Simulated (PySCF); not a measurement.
PySCF job for C2H2F, SMILES [CH]=CF, multiplicity 2, C-PCM-M06-2X/def2-SVP. The structure is a stationary point at B3LYP-D3(BJ)/def2-TZVP. The isomer is the one that the SMILES or the coordinates give; other isomers of the formula were not compared.

```python
import numpy as np
from pyscf import gto, scf, dft
from pyscf.solvent import pcm

mol = gto.M(
    atom='''
    C     0.11042594   -1.25653022    0.00000000
    C    -0.44428300   -0.08158889    0.00000000
    F     0.27317737    1.07616853    0.00000000
    H     1.05450671   -1.76743923    0.00000000
    H    -1.50996066    0.11063708    0.00000000
    ''',
    basis='def2-SVP',
    charge=0,
    spin=1,
    max_memory=1600,
    verbose=3,
)
mf = dft.UKS(mol, xc='m06-2x').density_fit(auxbasis='def2-universal-jkfit')
mf.grids.level = 4
mf.conv_tol = 1e-9
mf.max_cycle = 100
mf.kernel()
fine, coarse = mf.grids, dft.Grids(mol).set(level=1).build(with_non0tab=True)
for _ in range(3):  # follow internal instabilities
    mf.grids = coarse
    mo, _, stable, _ = mf.stability(return_status=True, nroots=4)
    mf.grids = fine
    if stable:
        break
    mf.kernel(mf.make_rdm1(mo, mf.mo_occ))
res = {}
for name, eps in {'water': 78.355, 'dichloromethane': 8.93, 'tetrahydrofuran': 7.4257}.items():
    s = mf.PCM()
    s.with_solvent.method, s.with_solvent.eps, s.with_solvent.lebedev_order = 'C-PCM', eps, 29
    s.kernel(mf.make_rdm1())
    res[name] = (s.e_tot, eps, s.dip_moment(), s.mo_energy, s.converged)
    print(f'{name}: electrostatic solvation free energy {(s.e_tot - mf.e_tot) * 627.509474:.3f} kcal/mol')
```

It prints:

```

WARN: HOMO -0.216529080023009 >= LUMO -0.216529080023008

converged SCF energy = -176.921696406547  <S^2> = 0.76578799  2S+1 = 2.0157262
<class 'pyscf.df.df_jk.DFUKS'> wavefunction is stable in the internal stability analysis

WARN: PCM is an experimental feature. It is still in testing.
Features and APIs may be changed in the future.

converged SCF energy = -176.925549271374  <S^2> = 0.76540424  2S+1 = 2.0153454
Dipole moment(X, Y, Z, Debye): -0.50636, -1.17831,  0.00000
water: electrostatic solvation free energy -2.418 kcal/mol

WARN: PCM is an experimental feature. It is still in testing.
Features and APIs may be changed in the future.

converged SCF energy = -176.925126489341  <S^2> = 0.76544386  2S+1 = 2.0153847
Dipole moment(X, Y, Z, Debye): -0.49928, -1.15786,  0.00000
dichloromethane: electrostatic solvation free energy -2.152 kcal/mol

WARN: PCM is an experimental feature. It is still in testing.
Features and APIs may be changed in the future.

converged SCF energy = -176.925031047042  <S^2> = 0.76545286  2S+1 = 2.0153936
Dipole moment(X, Y, Z, Debye): -0.49768, -1.15330,  0.00000
tetrahydrofuran: electrostatic solvation free energy -2.093 kcal/mol
```

The calculation finished and met its thresholds.

Cost: very roughly 28 core-seconds.
